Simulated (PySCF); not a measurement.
# Does the structure fit the spectrum?

A compound C$_{7}$H$_{14}$NP gives the data below (simulated from a calculation) and was assigned the structure `N=[P@]12CCC[C@H]1CCC2`.

$^{13}$C{$^{1}$H} NMR (computed): δ 34.8 (CH3), 32.6 (CH), 32.0 (CH2), 30.7 (CH2, 2C), 22.9 (CH2, 2C).

$^{1}$H NMR (400 MHz, computed): δ 3.17 (m, 3H), 1.96 (m, 1H), 1.71 (m, 2H), 1.68 (m, 2H), 1.64 (m, 2H), 1.33 (m, 2H), 0.94 (m, 2H).

A single conformation, one averaged value for each set of equivalent atoms, no solvent model, no relativistic terms. GIAO PBE0/pcSseg-1 shieldings; structure optimised with GFN2-xTB; PySCF.

Scale: $^{1}$H (31.72 ppm), $^{13}$C (186.93 ppm) against TMS (reference shieldings calculated alike).

(1) Compare with the shifts computed for the proposed structure, pairing carbons in order of shift.

(2) Which isomer fits?

Results:

(1) Atom-mapped SMILES (the numbers label the heavy atoms): `[NH:1]=[P@:2]12[CH2:3][CH2:4][CH2:5][C@H:6]1[CH2:7][CH2:8][CH2:9]2`; H(Xn) means a hydrogen on atom n.

| atom | computed for proposal | given list | difference |
| --- | --- | --- | --- |
| C6 | 44.2 | 34.8 | +9.4 |
| C3 | 34.6 | 32.6 | +2.0 |
| C9 | 34.6 | 32.0 | +2.6 |
| C5 | 34.4 | 30.7 | +3.7 |
| C7 | 34.4 | 30.7 | +3.7 |
| C4 | 26.3 | 22.9 | +3.4 |
| C8 | 26.3 | 22.9 | +3.4 |

The rms difference is 4.7 ppm and the largest +9.4 ppm at C6 (sp3 CH bonded to P). The proposal also would give 4 carbon signals, not 5. The carbon types in order of shift don't match either: CH, CH2, CH2, CH2, CH2, CH2, CH2 for the proposal against CH3, CH, CH2, CH2, CH2, CH2, CH2 in the data. The proposal doesn't fit.

(2) `CN=[P@]12CC[C@H](CC1)C2`.

- δC 34.8: methyl carbon bonded to N; deshielded by the electronegative neighbour.
- δC 32.6: sp3 CH in a ring; saturated and bonded to C and H only.
- δC 30.7: sp3 CH2 in a ring; saturated and bonded to C and H only.
- δH 3.17: hydrogen on a methyl carbon bonded to N; its carbon carries N, which withdraws density.

This is the structure that produced the data.

Splittings by $^{31}$P in the carbon and heteronuclear signals aren't shown, as no couplings were computed. Shifts are as computed. Against solution values, carbons near 30 ppm lie about +3 ppm off and those near 130 ppm about +5 ppm. Of 1211 compounds with measured shifts, 218 miss one by over three times the rms of a fit or turn the order of signals round; such compounds aren't used in these exercises. Multiplicities follow the n + 1 count of equivalent neighbours, as no J values were calculated; m marks all less simple cases, F and P coupling included.
